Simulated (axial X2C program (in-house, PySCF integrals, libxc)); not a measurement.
## Ionising SiBr

Calculated with an in-house relativistic program for diatomic molecules, spin-free (one-electron X2C) or two-component (2c: spin–orbit coupling with atomic mean-field Coulomb and Gaunt terms, which also bring small scalar terms), in Dyall basis sets with cores contracted in-house; open shells are unrestricted.

Basis sets: Br dyall-cv3z, Si dyall-v3z. Frozen shells (counts by l): SiBr Br 3s2p1d, Si 2s1p, 11 electrons correlated; SiBr⁺ Br 3s2p1d, Si 2s1p, 10 electrons correlated. Coupled cluster in natural virtuals with an MP2 remainder. Where the outer core of a metal is frozen, bonds come out longer and ionisation energies lower.

```json
{"Hamiltonian": "spin-free", "level": "HF", "SiBr state": "M_S = 1/2, Λ = 1", "Re (Å)": "2.251", "ωe (cm⁻¹)": "412.8", "De (eV)": "2.43"}
{"Hamiltonian": "spin-free", "level": "PBE0", "SiBr state": "M_S = 1/2, Λ = 1", "Re (Å)": "2.233", "ωe (cm⁻¹)": "421.3", "De (eV)": "3.82"}
{"Hamiltonian": "spin-free", "level": "MP2", "SiBr state": "M_S = 1/2, Λ = 1", "Re (Å)": "2.233", "ωe (cm⁻¹)": "427.0", "De (eV)": "3.72"}
{"Hamiltonian": "spin-free", "level": "CCSD", "SiBr state": "M_S = 1/2, Λ = 1", "Re (Å)": "2.240", "ωe (cm⁻¹)": "421.9", "De (eV)": "3.48"}
{"Hamiltonian": "spin-free", "level": "CCSD(T)", "SiBr state": "M_S = 1/2, Λ = 1", "Re (Å)": "2.242", "ωe (cm⁻¹)": "420.2", "De (eV)": "3.62"}
{"Hamiltonian": "2c", "level": "HF", "SiBr state": "Ω = 1/2", "Re (Å)": "2.251", "ωe (cm⁻¹)": "413.4", "De (eV)": "2.29"}
{"Hamiltonian": "2c", "level": "PBE0", "SiBr state": "Ω = 1/2", "Re (Å)": "2.233", "ωe (cm⁻¹)": "421.5", "De (eV)": "3.75"}
{"Hamiltonian": "2c", "level": "MP2", "SiBr state": "Ω = 1/2", "Re (Å)": "2.233", "ωe (cm⁻¹)": "427.5", "De (eV)": "3.61"}
{"Hamiltonian": "2c", "level": "CCSD", "SiBr state": "Ω = 1/2", "Re (Å)": "2.240", "ωe (cm⁻¹)": "422.3", "De (eV)": "3.36"}
{"Hamiltonian": "2c", "level": "CCSD(T)", "SiBr state": "Ω = 1/2", "Re (Å)": "2.242", "ωe (cm⁻¹)": "420.6", "De (eV)": "3.50"}
```

Adiabatic ionisation energy (minimum to minimum, no zero-point term) and constants of SiBr⁺:

```tsv
Hamiltonian	level	SiBr⁺ state	IE (eV)	Re (Å)	ωe (cm⁻¹)	De (eV)	fragments
spin-free	HF	M_S = 0, Λ = 0	6.91	2.103	547.3	3.14	Br + Si+
spin-free	PBE0	M_S = 0, Λ = 0	7.32	2.111	530.4	4.71	Br + Si+
spin-free	MP2	M_S = 0, Λ = 0	7.10	2.109	544.0	4.65	Br + Si+
spin-free	CCSD	M_S = 0, Λ = 0	7.19	2.110	540.7	4.34	Br + Si+
spin-free	CCSD(T)	M_S = 0, Λ = 0	7.18	2.117	531.3	4.53	Br + Si+
2c	HF	Ω = 0	6.94	2.104	546.4	2.98	Br + Si+
2c	PBE0	Ω = 0	7.34	2.113	529.4	4.62	Br + Si+
2c	MP2	Ω = 0	7.12	2.110	543.2	4.50	Br + Si+
2c	CCSD	Ω = 0	7.22	2.111	539.8	4.18	Br + Si+
2c	CCSD(T)	Ω = 0	7.20	2.118	530.4	4.38	Br + Si+
```

Question: Add the zero-point terms to the ionisation energy at CCSD(T), 2c, and say whether the electron removed was bonding.

Answer: IE0 = IE + (ωe⁺ − ωe)/2 = 7.20 + (0.007) = 7.21 eV. Re changes by -0.124 Å, so the bond shortens, as on loss of an antibonding or a polarising non-bonding electron.

Question: Close the cycle De(SiBr⁺) + IE(SiBr) = De(SiBr) + IE(Si) to find the atomic ionisation energy at CCSD(T), 2c.

Answer: IE(Si) = 4.38 + 7.20 − 3.50 = 8.08 eV, for the determinants used.

Each entry is the lowest single determinant of a limited PBE0 search at one distance. De goes to single-determinant-based atoms at the same level (for ions the charge split of lowest energy) and is withheld (n/a) where an atom does not fit its ground term or J level. Main or longest-lived isotopes. Some light 2c atoms are not at their ground J level, so De misses part of their lowering (0.04 eV or less). The functionals have no current term, which raises determinants with orbital currents.
